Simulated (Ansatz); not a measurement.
The same path of C₃H₆Si (10 atoms, charge 0, multiplicity 1) was run twice with different band settings. The coordinate that changes most is the dihedral C2–Si3–C4–H10.

Theory: Ansatz 0.2.0, RKS LDA/def2-SVP.

Relaxed end points:

```xyz
10
Properties=species:S:1:pos:R:3
C -1.474 1.193 -1.806
C -0.561 0.844 -1.069
Si 0.783 0.302 0.043
C 0.203 -1.094 1.137
H -2.282 1.506 -2.462
H 1.218 1.485 0.869
H 1.950 -0.133 -0.806
H 1.021 -1.424 1.811
H -0.656 -0.769 1.760
H -0.119 -1.961 0.524
```

```xyz
10
Properties=species:S:1:pos:R:3
C -1.552 1.771 -1.146
C -0.596 1.102 -0.773
Si 0.812 0.087 -0.203
C 0.224 -1.255 0.952
H -2.399 2.362 -1.479
H 1.798 0.993 0.488
H 1.487 -0.505 -1.413
H -0.272 -0.816 1.842
H -0.502 -1.920 0.439
H 1.083 -1.870 1.295
```

Common settings: movable images 9; climbing image yes; optimiser quadratic models (default); start path IDPP; force threshold 0.05 eV/Å; iteration limit 60; end points relaxed.

| run | spring |
| --- | --- |
| 1 | 5.0 eV/Å² |
| 2 | 20.0 eV/Å² |

Task: What does each run give, and how far can it be trusted?

Result: Run 1: converged after 3 iterations, highest image 0.072 eV above the first end. A vibrational analysis at the climbing image gives one clearly imaginary mode, 171i cm⁻¹: a first-order saddle point.
Run 2: converged after 3 iterations, highest image 0.072 eV above the first end. Another band between the same ends (9 images) ends at a top of the same energy, where a vibrational analysis finds 1 clearly imaginary mode.
